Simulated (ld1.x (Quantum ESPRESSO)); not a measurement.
What the settings do to the ultrasoft potential of Cu (Z = 29)

Base potential:

ld1.x (Quantum ESPRESSO) 7.5 input, shortened:

```
&input
   title='Cu', zed=29., rel=1, dft='PZ', iswitch=3,
   config='[Ar] 3d10 4s0.75 4p0'
 /
 &inputp
   pseudotype=3, tm=.true., lloc=-2, rcloc=1.05,
   nlcc=.true., rcore=0.55
 /
6
3S  1  0   2.00   0.00  0.95  1.10  0.0
4S  2  0   0.75   0.00  0.95  1.10  0.0
3P  2  1   6.00   0.00  1.05  1.25  0.0
4P  3  1   0.00   0.00  1.05  1.25  0.0
3D  3  2  10.00   0.00  0.80  1.05  0.0
3D  3  2   0.00   0.15  0.80  1.05  0.0
 &test
   configts(1)='3s2 3p6 3d10 4s0.75 4p0'
 /
```

Cutoffs, loose and tight: the cutoffs (Ry, on a coarse ladder) from which the occupation-weighted sum of valence levels, in a spherical-Bessel basis at the reference potential, stays within 10 and 1 mRy of its value at 400 Ry. They do not see the model core or the augmentation charge, which bear on the density cutoff. Test errors are all-electron minus pseudo excitation energies from the reference, over the configurations 3s2 3p6 3d10 4s1 4p0; 3s2 3p6 3d10 4s0 4p0; 3s2 3p6 3d9 4s0 4p0; 3s2 3p6 3d9 4s1 4p0; 3s2 3p6 3d8 4s0 4p0; 3s2 3p6 3d9 4s1 4p1; 3s2 3p6 3d9 4s2 4p0 (two spin-polarised tests are not counted in the largest error). A dash means not determined; rows that change the core or the reference have their own tests.

Cutoffs are not given where the Bessel-basis levels miss the radial ones by over 6 mRy, ghosts where they miss by over 20 mRy; a channel whose overlap is not positive is not tested.

```csv
change,outcome,bound ghosts,largest test error (meV)
base,"generated, misses its reference levels by 1.24 eV",not determined,-2609
core correction none,"generated, misses its reference levels by 1.25 eV",not determined,-2619
core correction a·sin(br)/r model core inside 0.58 bohr,"generated, misses its reference levels by 1.25 eV",not determined,-2612
core correction a·sin(br)/r model core inside 0.74 bohr,"generated, misses its reference levels by 1.25 eV",not determined,-2618
core correction a·sin(br)/r model core inside 0.88 bohr,"generated, misses its reference levels by 1.25 eV",not determined,-2618
core correction a·sin(br)/r model core inside 1.02 bohr,"generated, misses its reference levels by 1.25 eV",not determined,-2618
core correction a·sin(br)/r model core inside 1.26 bohr,"generated, misses its reference levels by 1.25 eV",not determined,-2619
```
